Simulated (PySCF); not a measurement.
Compound: C4H5BCl2.
Atom-mapped SMILES: `[CH2:1]=[CH:2]/[CH:3]=[CH:4]\[B:5]([Cl:6])[Cl:7]` (hydrogens: H8, H9 on C1; H10 on C2; H11 on C3; H12 on C4)

Computed by this run: PBE0-D3(BJ)/def2-SVP geometry optimisation, gas phase (PySCF 2.14.0); density fitting, grid level 1; the optimiser is geomeTRIC in internal coordinates, started from a GFN2-xTB structure with every atom displaced at random (about 0.01 Å).

At the end of the run (lengths in Å): C3=C4 1.359, B5–Cl7 1.762, C1=C2 1.343, B5–Cl6 1.761, C4–B5 1.537, C1–H9 1.095, C2–C3 1.449, C2–C3–C4 129.0°, C4–B5–Cl7 125.7°, C1–C2–C3 121.7°, C4–B5–Cl6 118.0°, C1–C2–C3–C4 179°, C2–C3–C4–B5 0°, C3–C4–B5–Cl6 -175°, H10–C2–C3–C4 -1°, H11–C3–C2–C1 0°.

Task: These geometries were met on the way; a selection of coordinates is given. Order them by energy above the end point, lowest first.
A. C3=C4 1.358, B5–Cl7 1.758, C1=C2 1.342, B5–Cl6 1.757, C4–B5 1.534, C1–H9 1.094, C2–C3 1.450, C2–C3–C4 128.3°, C4–B5–Cl7 125.8°, C1–C2–C3 122.3°, C4–B5–Cl6 117.8°, C1–C2–C3–C4 -177°, C2–C3–C4–B5 -1°, C3–C4–B5–Cl6 -174°, H10–C2–C3–C4 3°, H11–C3–C2–C1 4°
B. C3=C4 1.361, B5–Cl7 1.779, C1=C2 1.345, B5–Cl6 1.766, C4–B5 1.540, C1–H9 1.097, C2–C3 1.447, C2–C3–C4 129.4°, C4–B5–Cl7 125.0°, C1–C2–C3 121.9°, C4–B5–Cl6 118.8°, C1–C2–C3–C4 -168°, C2–C3–C4–B5 -10°, C3–C4–B5–Cl6 -168°, H10–C2–C3–C4 10°, H11–C3–C2–C1 7°
C. C3=C4 1.405, B5–Cl7 1.722, C1=C2 1.308, B5–Cl6 1.733, C4–B5 1.512, C1–H9 1.072, C2–C3 1.427, C2–C3–C4 126.6°, C4–B5–Cl7 127.3°, C1–C2–C3 120.7°, C4–B5–Cl6 117.0°, C1–C2–C3–C4 179°, C2–C3–C4–B5 0°, C3–C4–B5–Cl6 179°, H10–C2–C3–C4 -1°, H11–C3–C2–C1 -2°

Result: A (0.006 eV), B (0.029 eV), C (0.186 eV).

| step | E above end (eV) | rms distance from the end, all atoms (Å) | largest force (eV/Å) | rms shift of all bonds from the end (Å) |
| --- | --- | --- | --- | --- |
| 4 | 0.006 | 0.037 | 0.167 | 0.002 |
| 1 | 0.029 | 0.079 | 0.516 | 0.006 |
| 0 | 0.186 | 0.060 | 3.006 | 0.027 |

Rows stand in the order of the answer.
